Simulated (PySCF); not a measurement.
An equivalent PySCF input for Ga (gallium, neutral), [Ar] 3d10 4s2 4p1, 2P determinant, with the non-relativistic Hamiltonian (point nucleus):

```python
from pyscf import gto, scf, dft, mp, cc
import basis_set_exchange as bse
mol = gto.M(atom="Ga 0 0 0", charge=0, spin=1, symmetry="D2h",
            basis=gto.basis.parse(bse.get_basis("6-31G*", elements=["Ga"], fmt="nwchem", header=False)))
mf = dft.UKS(mol, xc="LDA,VWN")
mf.irrep_nelec = {'Ag': (6, 6), 'B1g': (1, 1), 'B2g': (1, 1), 'B3g': (1, 1), 'B1u': (2, 2), 'B2u': (3, 2), 'B3u': (2, 2)}
mf.kernel()
```

It reaches the same state as the run whose output follows, with an energy that differs only through the grid. The run itself started from symmetry-adapted Hartree-Fock orbitals and held the occupation by maximum overlap, on a logarithmic radial grid, so the iterations belong to that start.

```
SCF conv_tol = 1e-09
number electrons alpha = 16  beta = 15
XC functionals = LDA,VWN
    P. A. M. Dirac.,  Math. Proc. Cambridge Philos. Soc. 26, 376 (1930)
    F. Bloch.,  Z. Phys. 57, 545 (1929)
    S. H. Vosko, L. Wilk, and M. Nusair.,  Can. J. Phys. 58, 1200 (1980)
cycle= 1 E= -1921.49512536157  delta_E= -0.00459  |g|= 0.266  |ddm|= 0.342
cycle= 2 E= -1921.48044833962  delta_E= 0.0147  |g|= 0.391  |ddm|= 0.208
cycle= 3 E= -1921.50697910941  delta_E= -0.0265  |g|= 0.00207  |ddm|= 0.146
cycle= 4 E= -1921.50698110417  delta_E= -1.99e-06  |g|= 0.000764  |ddm|= 0.00767
cycle= 5 E= -1921.50698137481  delta_E= -2.71e-07  |g|= 2.93e-05  |ddm|= 0.00184
cycle= 6 E= -1921.50698137497  delta_E= -1.54e-10  |g|= 8.2e-07  |ddm|= 1.41e-05
converged SCF energy = -1921.50698137497  <S^2> = 0.75074146  2S+1 = 2.0007413
```
